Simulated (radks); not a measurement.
Values are calculated unless marked as measured or tabulated.
The carbon anion C4-, [Ne], held by a Watson sphere: a shell of charge +4 at radius R that stands for the Madelung well of a crystal (potential energy -4/R inside, -4/r outside, in hartree with lengths in bohr). Level of theory: scalar-relativistic Kohn-Sham, LDA (Slater exchange, VWN5 correlation), spin-unpolarised, spherical densities, finite nucleus; Fermi nuclear charge, rms radius of each element as measured or else 0.836 A^(1/3) + 0.57 fm (a radial shooting solver on a logarithmic mesh with Libxc functionals). Response by self-consistent Sternheimer equations with the Hartree and adiabatic LDA kernel, the relativistic mass of each level held fixed and spin-orbit coupling left out. The sphere does not respond.

R (bohr)  e(1s) (eV)  e(2s) (eV)  e(2p) (eV)  <r> 2p (bohr)  sum of <r^2> (bohr^2)  X-ray form factor at sin(theta)/lambda = 0.3 1/angstrom  alpha (bohr^3)
1.86         -262.72     -16.665      -8.190          1.896                  33.56                                                    2.643           21.02
2.51         -264.52     -13.757      -6.289          2.271                  47.07                                                    2.403           44.21
2.71         -264.93     -13.075      -5.826          2.385                  51.63                                                    2.393           54.84
2.96         -265.34     -12.351      -5.316          2.530                  57.63                                                    2.397           71.25
3.37         -265.82     -11.433      -4.628          2.772                  68.28                                                    2.420           107.3
3.94         -266.20     -10.599      -3.919          3.116                  84.94                                                    2.446           180.5
3.96         -266.21     -10.577      -3.898          3.128                  85.56                                                    2.446           183.6
